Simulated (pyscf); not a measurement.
Optimised with ωB97X-D3(BJ)/def2-SVP in PySCF.

SMILES: [F][Ge]([F])([F])[SiH]([SiH3])Cl
```xyz
11

F      2.1611     2.6749    -1.5259
Ge     0.5619     2.0902    -1.2482
F     -0.0086     3.0100     0.1047
F     -0.3655     2.6440    -2.5892
Si     0.3576    -0.2043    -0.7041
Si    -0.5670    -0.1991     1.4322
Cl    -0.9632    -1.0223    -2.0631
H      1.6946    -0.8330    -0.8466
H      0.3817     0.4964     2.3442
H     -0.7899    -1.6020     1.8789
H     -1.8575     0.5341     1.3456
```

**Question.** How much does it cost (ΔH, 298 K, ωB97M-D3(BJ)/def2-TZVP) to split F–Ge(F)(F)–SiH(SiH₃)–Cl (SMILES [F][Ge]([F])([F])[SiH]([SiH3])Cl) at its Ge–Si bond into F–Ge•(F)–F + H₃Si–SiH•–Cl?

**Answer.** Ge–Si to F–Ge•(F)–F + H₃Si–SiH•–Cl: 298.5 kJ/mol. The 7 functionals that were run give +273.8 (PBE) to +326.4 kJ/mol (ωB97X-D3(BJ)/def2-TZVP). F–Ge(F)(F)–SiH(SiH₃)–Cl lies 221.0 kJ/mol over its isomer F–Si(F)(F)–GeH(SiH₃)–Cl (electronic energy, ωB97M-D3(BJ)/def2-TZVP). Other isomers of H₃Si–SiH•–Cl were not searched in full and may lie lower. Elements up to Kr have no core potential and no relativistic terms here.
